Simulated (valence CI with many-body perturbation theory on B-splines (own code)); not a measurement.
# Tb XXIV: E2, M1 decay

Level of theory: configuration interaction combined with many-body perturbation theory (CI+MBPT): six valence electrons over a frozen Dirac-Fock core [Kr], radial functions for each j: 7 s, 7 p, 8 d, 6 f, 4 g, 1 h, with the one-electron correlation potential Σ1 (screened to all orders), the two-electron term Σ2, the three-electron term Σ3, Breit, model QED; selected single and double excitations, second order for the rest, scaled by the run's own slope (own B-spline code, finite nucleus).

No measured levels were compared; by estimate terms of the open shell hold to 2 to 4 % of their energy, and close levels can change places. Core correlation moves these levels by up to 9000 cm⁻¹, and in measured spectra 5 to 20 % of such shifts remained as error; rates that hang on mixing are uncertain with them. Among the levels kept, up to 860 cm⁻¹ of a level comes from second order outside the variational space, and about a tenth of that is noise between levels of different J, which matters for small intervals. Only levels of the ground parity were solved; by the run's estimate the other parity begins above the list, which can be wrong where configurations are misplaced.

Lines 1 to 50 of 119 in falling wavelength, among levels below 330290 cm⁻¹, chosen from the decays that carry over 1 % of a level's rate. Wavelengths and rates use the calculated energies, so an error of 2000 cm⁻¹ moves a line at 5939 Å by 12 % and its rate by three times that or more. Electric multipoles are in the length gauge, E1 and E2 with the static RPA response of the core. S is in atomic units (e²a₀⁴ for E2 and M2, e²a₀⁶ for E3), for M1 in squared Bohr magnetons. Weak lines are less certain than strong ones. Lines between different terms over intervals too small for the method are left out, as are lines whose strength nearly cancels. The highest levels of a list are the least certain.

Levels are named by their leading jj configuration (3d3/2^4 stands for four electrons in 3d with j = 3/2), which in mixed levels can hold well under half, so a name can repeat and another be missing. Letters in brackets count levels of one name in rising energy.

```csv
λ vac (Å),Upper,Lower,Type,A (s⁻¹),S (a.u.)
8332,(4d3/2^3 4d5/2^3) J=1 [a],(4d3/2^4 4d5/2^2) J=0,M1,4.27e+01,2.75e+00
5939,(4d3/2^4 4d5/2^2) J=2,(4d3/2^4 4d5/2^2) J=4,E2,1.65e-03,5.45e-02
5883,(4d3/2^3 4d5/2^3) J=5,(4d3/2^3 4d5/2^3) J=4 [a],M1,5.05e+01,4.19e+00
5122,(4d3/2^2 4d5/2^4) J=3 [b],(4d3/2^2 4d5/2^4) J=4 [a],M1,6.74e+01,2.35e+00
4601,(4d3/2^3 4d5/2^3) J=3 [c],(4d3/2^2 4d5/2^4) J=2 [a],M1,2.84e+01,7.17e-01
4475,(4d3/2^2 4d5/2^4) J=5,(4d3/2^3 4d5/2^3) J=4 [b],M1,1.48e+02,5.40e+00
3827,(4d3/2^3 4d5/2^3) J=4 [b],(4d3/2^3 4d5/2^3) J=3 [b],M1,8.32e+01,1.56e+00
3711,(4d3/2^3 4d5/2^3) J=1 [b],(4d3/2^3 4d5/2^3) J=2 [a],M1,3.03e+01,1.72e-01
3577,(4d3/2^4 4d5/2^2) J=0,(4d3/2^4 4d5/2^2) J=2,E2,6.22e-02,3.26e-02
3401,(4d3/2^3 4d5/2^3) J=3 [a],(4d3/2^4 4d5/2^2) J=2,M1,3.89e+02,3.97e+00
3326,(4d3/2^2 4d5/2^4) J=4 [c],(4d3/2^2 4d5/2^4) J=4 [b],M1,1.03e+02,1.26e+00
3177,(4d3/2^3 4d5/2^3) J=2 [b],(4d3/2^3 4d5/2^3) J=3 [b],M1,2.13e+02,1.27e+00
3164,(4d3/2^3 4d5/2^3) J=2 [a],(4d3/2^3 4d5/2^3) J=1 [a],M1,2.02e+02,1.18e+00
3157,(4d3/2^3 4d5/2^3) J=3 [b],(4d3/2^3 4d5/2^3) J=4 [a],M1,2.10e+02,1.72e+00
2976,(4d3/2^2 4d5/2^4) J=3 [b],(4d3/2^3 4d5/2^3) J=4 [b],M1,3.69e+02,2.52e+00
2871,(4d3/2^2 4d5/2^4) J=3 [a],(4d3/2^2 4d5/2^4) J=2 [a],M1,1.23e+02,7.56e-01
2717,(4d3/2^3 4d5/2^3) J=3 [c],(4d3/2^3 4d5/2^3) J=3 [b],M1,8.14e+01,4.23e-01
2654,(4d3/2^2 4d5/2^4) J=4 [b],(4d3/2^2 4d5/2^4) J=4 [a],M1,1.94e+02,1.21e+00
2544,(4d3/2^3 4d5/2^3) J=3 [c],(4d3/2^3 4d5/2^3) J=2 [a],M1,2.70e+02,1.16e+00
2503,(4d3/2^3 4d5/2^3) J=1 [a],(4d3/2^4 4d5/2^2) J=2,M1,2.64e+03,4.60e+00
2487,(4d3/2^2 4d5/2^4) J=4 [a],(4d3/2^3 4d5/2^3) J=3 [b],M1,1.09e+02,5.59e-01
2460,(4d3/2^2 4d5/2^4) J=1,(4d3/2^3 4d5/2^3) J=2 [b],M1,5.56e+02,9.21e-01
2450,(4d3/2^3 4d5/2^3) J=4 [b],(4d3/2^3 4d5/2^3) J=5,M1,6.14e+01,3.01e-01
2434,(4d3/2^2 4d5/2^4) J=4 [b],(4d3/2^3 4d5/2^3) J=3 [c],M1,1.74e+02,8.39e-01
2432,(4d3/2^2 4d5/2^4) J=2 [b],(4d3/2^3 4d5/2^3) J=3 [c],M1,6.60e+01,1.76e-01
2372,(4d3/2^3 4d5/2^3) J=2 [a],(4d3/2^3 4d5/2^3) J=3 [a],M1,1.03e+02,2.55e-01
2278,(4d3/2 4d5/2^5) J=2,(4d3/2^2 4d5/2^4) J=2 [c],M1,3.42e+02,7.50e-01
2239,(4d3/2^2 4d5/2^4) J=3 [b],(4d3/2^2 4d5/2^4) J=2 [a],M1,1.34e+02,3.89e-01
2239,(4d3/2^3 4d5/2^3) J=3 [b],(4d3/2^3 4d5/2^3) J=3 [a],M1,3.38e+02,9.83e-01
2171,(4d3/2^2 4d5/2^4) J=1,(4d3/2^3 4d5/2^3) J=0,M1,1.01e+03,1.15e+00
2163,(4d3/2^3 4d5/2^3) J=3 [a],(4d3/2^4 4d5/2^2) J=4,M1,2.50e+03,6.57e+00
2097,(4d3/2^2 4d5/2^4) J=1,(4d3/2^3 4d5/2^3) J=1 [b],M1,1.13e+03,1.16e+00
2033,(4d3/2^2 4d5/2^4) J=2 [a],(4d3/2^3 4d5/2^3) J=1 [a],M1,1.02e+03,1.59e+00
2004,(4d3/2^2 4d5/2^4) J=3 [a],(4d3/2^3 4d5/2^3) J=3 [b],M1,1.39e+02,2.91e-01
1908,(4d3/2^2 4d5/2^4) J=3 [a],(4d3/2^3 4d5/2^3) J=2 [a],M1,8.59e+02,1.55e+00
1890,(4d3/2^2 4d5/2^4) J=2 [c],(4d3/2^2 4d5/2^4) J=3 [a],M1,5.88e+02,7.37e-01
1870,(4d3/2^2 4d5/2^4) J=2 [b],(4d3/2^3 4d5/2^3) J=1 [b],M1,1.60e+02,1.94e-01
1822,(4d3/2^2 4d5/2^4) J=4 [a],(4d3/2^3 4d5/2^3) J=5,M1,1.52e+03,3.07e+00
1730,(4d3/2^3 4d5/2^3) J=4 [b],(4d3/2^3 4d5/2^3) J=4 [a],M1,7.20e+02,1.24e+00
1708,(4d3/2^3 4d5/2^3) J=1 [b],(4d3/2^3 4d5/2^3) J=1 [a],M1,6.09e+02,3.38e-01
1689,(4d3/2^3 4d5/2^3) J=4 [a],(4d3/2^4 4d5/2^2) J=4,M1,3.82e+03,6.13e+00
1681,(4d3/2^2 4d5/2^4) J=4 [c],(4d3/2^2 4d5/2^4) J=5,M1,7.24e+02,1.15e+00
1674,(4d3/2^2 4d5/2^4) J=3 [b],(4d3/2^3 4d5/2^3) J=3 [b],M1,2.20e+03,2.68e+00
1674,(4d3/2^2 4d5/2^4) J=2 [a],(4d3/2^3 4d5/2^3) J=3 [a],M1,5.89e+03,5.12e+00
1662,(4d3/2^3 4d5/2^3) J=0,(4d3/2^3 4d5/2^3) J=1 [a],M1,2.67e+03,4.55e-01
1616,(4d3/2^2 4d5/2^4) J=5,(4d3/2^3 4d5/2^3) J=6,M1,2.65e+03,4.56e+00
1607,(4d3/2^2 4d5/2^4) J=3 [b],(4d3/2^3 4d5/2^3) J=2 [a],M1,1.23e+03,1.32e+00
1591,(4d3/2^2 4d5/2^4) J=2 [b],(4d3/2^2 4d5/2^4) J=2 [a],M1,9.34e+02,6.98e-01
1583,(4d3/2^2 4d5/2^4) J=5,(4d3/2^3 4d5/2^3) J=5,M1,1.39e+03,2.25e+00
1525,(4d3/2^3 4d5/2^3) J=2 [b],(4d3/2^3 4d5/2^3) J=1 [a],M1,7.77e+02,5.11e-01
```
